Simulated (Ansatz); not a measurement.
Harmonic vibrations of the cluster Mo3⁻ by finite differences.

```yaml
crystal:
  periodic: [false, false, false]
  atoms:
    - {symbol: Mo, position_ang: [0.235332, 0.661540, -1.093797]}
    - {symbol: Mo, position_ang: [0.937932, -0.309865, 0.844958]}
    - {symbol: Mo, position_ang: [-1.173263, -0.351675, 0.248828]}
basis:
  gaussian: {orbitals: def2-TZVPD}
total_charge: -1
magnetization: {spin_polarized: true, initial_magnetization: 1}
hamiltonian: {xc: pbe, dispersion: d4}
scf: {omitted_lower_state_checks: [starts]}
phonons: {temperatures: {t_min: 298.15, t_max: 900, t_step: 200}}
```

```sh
$ ansatz run in.yaml --threads 4 --pin off --events-out ev --progress --plain --max-ram 3916MiB
```

Output, abridged:

```
Functional definition: PBE
mean field -5568.69931380 eV, -204.6459251821 hartree, gradient 1.8e-6 eV, S^2 1.140684; 0 other end points of the search recorded, 0 dependent functions left out
mean field -5568.69949396 eV, -204.6459318029 hartree, gradient 7.0e-6 eV, S^2 1.143306; 0 other end points of the search recorded, 0 dependent functions left out
mean field -5568.69900423 eV, -204.6459138057 hartree, gradient 6.4e-6 eV, S^2 1.138076; 0 other end points of the search recorded, 0 dependent functions left out
mean field -5568.69911561 eV, -204.6459178989 hartree, gradient 1.6e-6 eV, S^2 1.139705; 0 other end points of the search recorded, 0 dependent functions left out
mean field -5568.69949576 eV, -204.6459318690 hartree, gradient 2.0e-6 eV, S^2 1.141676; 0 other end points of the search recorded, 0 dependent functions left out
mean field -5568.69891395 eV, -204.6459104879 hartree, gradient 2.2e-6 eV, S^2 1.137734; 0 other end points of the search recorded, 0 dependent functions left out
mean field -5568.69962720 eV, -204.6459366995 hartree, gradient 1.1e-6 eV, S^2 1.143604; 0 other end points of the search recorded, 0 dependent functions left out
mean field -5568.69924479 eV, -204.6459226461 hartree, gradient 6.0e-6 eV, S^2 1.141011; 0 other end points of the search recorded, 0 dependent functions left out
mean field -5568.69934515 eV, -204.6459263341 hartree, gradient 6.0e-6 eV, S^2 1.140392; 0 other end points of the search recorded, 0 dependent functions left out
mean field -5568.69941620 eV, -204.6459289454 hartree, gradient 7.0e-6 eV, S^2 1.141034; 0 other end points of the search recorded, 0 dependent functions left out
mean field -5568.69919338 eV, -204.6459207568 hartree, gradient 6.6e-6 eV, S^2 1.140395; 0 other end points of the search recorded, 0 dependent functions left out
mean field -5568.69950967 eV, -204.6459323802 hartree, gradient 2.2e-6 eV, S^2 1.141361; 0 other end points of the search recorded, 0 dependent functions left out
mean field -5568.69902895 eV, -204.6459147143 hartree, gradient 2.1e-6 eV, S^2 1.140009; 0 other end points of the search recorded, 0 dependent functions left out
WARN: phonons: modes at or below zero, which the zero-point energy, F, S and C_V leave out: 1, the lowest at -53.88 cm⁻¹. A minimum has none, and a first-order saddle one
Total energy: -5568.85495088 eV, -204.6516447395 hartree
Atom 0 at     0.235332     0.661540    -1.093797 Å, force    -0.106430     0.033021    -0.092100 eV/Å
Atom 1 at     0.937932    -0.309865     0.844958 Å, force    -0.029134    -0.073687     0.120908 eV/Å
Atom 2 at    -1.173263    -0.351675     0.248828 Å, force     0.135563     0.040666    -0.028808 eV/Å
Dipole moment:     0.036423     0.010933    -0.007752 e Å
Vibrations: -53.88 241.45 423.04 cm⁻¹, zero-point energy 0.041194 eV
Checks for a lower state left out: starts
```

Hardware: 4 threads of Intel Xeon 6975P-C on a shared host. Wall time 13 s.

In the def2 sets Mo takes a core potential; there is no spin–orbit coupling. The charge -1 doublet is spin-contaminated (final ⟨S²⟩ up to 1.14, 0.75 for a pure state). The relaxation made no stability test and no search for a lower SCF solution. The geometry of the doublet was relaxed on an unsound state (⟨S²⟩ 1.14, where a pure state has 0.75). The structure comes from a short search, and lower isomers may exist.
